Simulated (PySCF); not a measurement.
Isomers of C8H12F2O, mass 162.086 u with the commonest isotopes. Method: PBE0/pcSseg-1 in PySCF (dipole) on a GFN2-xTB geometry, gas phase. One conformer each, none proved a minimum here; rigid rotors.

Question: Order these by rotational constant B, smallest first.
A. `[CH3:1][O:2][C:3]1=[C:4]([F:5])[C@H:6]([F:7])[CH2:8][CH2:9][CH2:10][CH2:11]1` with C1–O2–C3–C4 3°, C3–C4–C6–F7 61°, C4–C6–C8–C9 76°, C6–C8–C9–C10 -65°, C8–C9–C10–C11 68°
B. `[CH3:1][CH2:2][C@@H:3]1[CH2:4][C@H:5]([CH:6]([F:7])[F:8])[C@@H:9]2[O:10][C@H:11]12` with C1–C2–C3–C4 -64°, C4–C5–C6–F7 176°, C2–C3–C4–C5 -150°, C3–C4–C5–C6 148°, C4–C5–C9–O10 47°, C5–C9–O10–C11 -98°
C. `[CH3:1][CH2:2][C@@H:3]1[C@H:4]([CH3:5])[CH2:6][C@:7]1([F:8])[C:9](=[O:10])[F:11]` with C1–C2–C3–C4 175°, C6–C7–C9–O10 -43°, C2–C3–C4–C5 -17°, C3–C4–C6–C7 10°, C4–C6–C7–F8 -125°, C2–C3–C7–C6 135°
D. `[CH3:1][CH:2]([CH3:3])[C@@:4]1([C:5](=[O:6])[F:7])[CH2:8][C@:9]1([CH3:10])[F:11]` with C1–C2–C4–C5 65°, C2–C4–C5–O6 -19°

Answer: B (680.9 MHz), A (906.4 MHz), C (1011 MHz), D (1087 MHz).

Question: Order these by dipole moment, smallest first.
A. `[CH3:1][CH2:2][C@@H:3]1[CH2:4][C@H:5]([CH:6]([F:7])[F:8])[C@@H:9]2[O:10][C@H:11]12` with C1–C2–C3–C4 -64°, C4–C5–C6–F7 176°, C2–C3–C4–C5 -150°, C3–C4–C5–C6 148°, C4–C5–C9–O10 47°, C5–C9–O10–C11 -98°
B. `[CH3:1][O:2][C:3]1=[C:4]([F:5])[C@H:6]([F:7])[CH2:8][CH2:9][CH2:10][CH2:11]1` with C1–O2–C3–C4 3°, C3–C4–C6–F7 61°, C4–C6–C8–C9 76°, C6–C8–C9–C10 -65°, C8–C9–C10–C11 68°
C. `[CH3:1][CH:2]([CH3:3])[C@@:4]1([C:5](=[O:6])[F:7])[CH2:8][C@:9]1([CH3:10])[F:11]` with C1–C2–C4–C5 65°, C2–C4–C5–O6 -19°

Answer: B (1.56 D), A (2.84 D), C (4.43 D).

Question: Order these by rotational constant A, largest first.
A. `[CH3:1][CH:2]([CH3:3])[C@@:4]1([C:5](=[O:6])[F:7])[CH2:8][C@:9]1([CH3:10])[F:11]` with C1–C2–C4–C5 65°, C2–C4–C5–O6 -19°
B. `[CH3:1][O:2][C:3]1=[C:4]([F:5])[C@H:6]([F:7])[CH2:8][CH2:9][CH2:10][CH2:11]1` with C1–O2–C3–C4 3°, C3–C4–C6–F7 61°, C4–C6–C8–C9 76°, C6–C8–C9–C10 -65°, C8–C9–C10–C11 68°
C. `[CH3:1][CH2:2][C@@H:3]1[CH2:4][C@H:5]([CH:6]([F:7])[F:8])[C@@H:9]2[O:10][C@H:11]12` with C1–C2–C3–C4 -64°, C4–C5–C6–F7 176°, C2–C3–C4–C5 -150°, C3–C4–C5–C6 148°, C4–C5–C9–O10 47°, C5–C9–O10–C11 -98°

Answer: C (1977 MHz), B (1623 MHz), A (1322 MHz).

```tsv
SMILES	point group	Ia (u·Å²)	Ib (u·Å²)	Ic (u·Å²)	κ	μa (D)	μb (D)	μc (D)
CC(C)[C@@]1(C(=O)F)C[C@]1(C)F	C1	382.28	465.04	640.56	0.12	0.07	4.00	1.91
CC[C@@H]1C[C@H](C(F)F)[C@@H]2O[C@H]12	C1	255.62	742.20	919.85	-0.82	2.46	0.40	1.36
CC[C@@H]1[C@H](C)C[C@]1(F)C(=O)F	C1	387.69	499.63	574.20	-0.38	2.66	0.46	1.17
COC1=C(F)[C@H](F)CCCC1	C1	311.30	557.56	723.39	-0.55	0.05	0.74	1.37
```
